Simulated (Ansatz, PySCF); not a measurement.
Species: C2H5BCl, charge 0, multiplicity 2. It need not be the lowest isomer of its formula. 
Coordinates optimised at B3LYP-D3(BJ)/def2-TZVP (Ansatz, a program for electronic structure):
SMILES: [CH2]B(C)Cl
```xyz
9

B      0.0154    -0.3984    -0.1940
Cl     0.1174     1.2086     0.5786
C      1.3311    -1.0547    -0.5910
C     -1.4006    -1.0211    -0.4106
H      1.3676    -2.0300    -1.0658
H      2.2960    -0.5899    -0.4238
H     -1.9270    -1.1181     0.5442
H     -2.0211    -0.3589    -1.0226
H     -1.3716    -2.0019    -0.8876
```
Charge 0, spin multiplicity 2.

Quantity: atomisation energy (electronic, to ground-state atoms), in kcal/mol. Valence correlation only, unless marked. UHF or UKS for open shells. Spin-orbit coupling is left out. Non-relativistic unless marked X2C. The coupled-cluster limit lacks core correlation, which all-electron functionals hold. Basis-set limits of correlation are two-point, X^-3; Hartree-Fock from the larger set. [CCSD(T)-MP2]/basis is that difference in the basis named.

```tsv
level	program	atomisation energy (kcal/mol)	minus last row
HF/STO-3G	Ansatz	798.4	-11.0
HF-D4/def2-TZVPD	PySCF + dftd4	647.9	-161.5
BLYP/def2-TZVPD	Ansatz	800.6	-8.8
LC-wPBE/def2-TZVPD	Ansatz	813.9	4.5
RI-MP2/CBS(aug-cc-pV(T+d)Z,aug-cc-pV(Q+d)Z)	Ansatz	821.3	11.9
SCS-MP2/6-31G	Ansatz	704.4	-105.0
CCSD/STO-3G	Ansatz	855.8	46.4
CCSD(T)/cc-pVTZ	Ansatz	791.0	-18.4
X2C-CCSD(T)/cc-pVTZ-DK	Ansatz	790.4	-19.0
RI-MP2/CBS(aug-cc-pV(T+d)Z,aug-cc-pV(Q+d)Z)+[CCSD(T)-MP2]/aug-cc-pV(T+d)Z	Ansatz	809.4	0.0
```
